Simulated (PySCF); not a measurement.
**Bonding in `C#Cc1c(OCC)c1=O`**

Compound: C7H6O2.
SMILES with atom numbers: `[CH:1]#[C:2][c:3]1[c:4]([O:5][CH2:6][CH3:7])[c:8]1=[O:9]` (hydrogens: H10 on C1; H11, H12 on C6; H13, H14, H15 on C7)

Cartesian coordinates in Å at the GFN2-xTB level; atoms count from 1:
```xyz
15
C7H6O2 angstrom
C      2.797   -1.021    0.809
C      2.104   -0.215    0.242
C      1.328    0.723   -0.408
C      0.083    1.077   -0.863
O     -1.165    0.710   -0.985
C     -1.518   -0.558   -0.415
C     -1.614   -0.485    1.102
C      1.163    1.989   -1.065
O      1.595    3.025   -1.473
H      3.406   -1.719    1.301
H     -2.486   -0.800   -0.858
H     -0.779   -1.310   -0.717
H     -2.319    0.289    1.396
H     -1.957   -1.440    1.491
H     -0.642   -0.260    1.536
```

Bond orders from the PBE0/pcSseg-1 density (PySCF). One conformer (not necessarily the lowest) at the GFN2-xTB geometry, without solvent, vibrations or thermal averaging.

Q: How far do the computed orders between heavy atoms stray from the drawn ones?

A: The largest departure is 0.720, at C1–C2 (drawn triple, 2.280), counting aromatic bonds as 1.5. Drawn single, order above 1.12: C4–O5 (1.160). Drawn single, order below 0.88: C2–C3 (0.845) and O5–C6 (0.832). Drawn double or triple, more than 0.30 short of the drawn order: C1–C2 (2.280). The bonds drawn aromatic range from 0.90 to 1.23.

Q: Set the Mayer orders of the bonds beside their lengths.

A: 
| bond | drawn as | length (Å) | Mayer order |
| --- | --- | --- | --- |
| C1–C2 | triple | 1.205 | 2.280 |
| C2–C3 | single | 1.380 | 0.845 |
| C3–C4 | aromatic | 1.372 | 1.227 |
| C4–O5 | single | 1.306 | 1.160 |
| O5–C6 | single | 1.434 | 0.832 |
| C6–C7 | single | 1.522 | 1.070 |
| C4–C8 | aromatic | 1.428 | 1.059 |
| C8–O9 | double | 1.194 | 2.036 |
| C8–C3 | aromatic | 1.436 | 0.902 |
| C1–H10 | single | 1.049 | 1.146 |
| C6–H11 | single | 1.092 | 0.956 |
| C6–H12 | single | 1.096 | 0.943 |
| C7–H13 | single | 1.087 | 0.957 |
| C7–H14 | single | 1.086 | 0.958 |
| C7–H15 | single | 1.088 | 0.957 |

By pair of heavy elements: C–C: lowest C2–C3 (0.845, 1.380 Å), highest C1–C2 (2.280, 1.205 Å); in 4 of the 15 pairs the longer bond (by over 0.003 Å) has the higher order (by 0.02 or more). C–O: lowest O5–C6 (0.832, 1.434 Å), highest C8–O9 (2.036, 1.194 Å).

Q: Sum the orders of all bonds at each heavy atom with more than one neighbour and set the sums beside the valence in the SMILES.

A: C1 3.426 (drawn 4), C2 3.125 (drawn 4), C3 2.974 (drawn 4), C4 3.446 (drawn 4), O5 1.992 (drawn 2), C6 3.801 (drawn 4), C7 3.942 (drawn 4), C8 3.997 (drawn 4). Orders between atoms that aren't bonded are not in these sums.

The Mayer order sums products of elements of PS (density times overlap matrix) between the two atoms' basis functions, so it depends on the basis set.
